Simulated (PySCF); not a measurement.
C3H8O2Si, SMILES C[SiH2]OC(=O)C.

Coordinates come from a PBE0-D3(BJ)/def2-SVP optimisation. One conformer was computed; it need not be the lowest.

Level of theory: TDDFT-PBE/def2-SVPD (PySCF).

Vertical excitations. 

```
state  energy (eV)  λ (nm)      f                            main pairs
-----  -----------  ------  -----  ------------------------------------
S1            5.49     226  0.001                       HOMO→LUMO 100 %
S2            6.26     198  0.026                      HOMO→LUMO+1 96 %
S3            6.51     191  0.005                     HOMO→LUMO+2 100 %
S4            6.67     186  0.039    HOMO−1→LUMO 61 %, HOMO−2→LUMO 25 %
S5            6.80     182  0.026    HOMO−2→LUMO 73 %, HOMO−1→LUMO 15 %
S6            7.11     174  0.020    HOMO→LUMO+3 73 %, HOMO→LUMO+4 22 %
S7            7.18     173  0.001    HOMO→LUMO+4 77 %, HOMO→LUMO+3 17 %
S8            7.30     170  0.001                    HOMO−1→LUMO+1 98 %
S9            7.54     164  0.007  HOMO−1→LUMO+2 74 %, HOMO−3→LUMO 14 %
S10           7.58     164  0.001                      HOMO−4→LUMO 89 %
T1            5.01     248      0                       HOMO→LUMO 100 %
T2            5.93     209      0                      HOMO−1→LUMO 85 %
T3            6.14     202      0                      HOMO→LUMO+1 99 %
T4            6.45     192      0                     HOMO→LUMO+2 100 %
```
Triplets are in the Tamm–Dancoff approximation, which puts them higher than full response would, so one can lie above its singlet here.
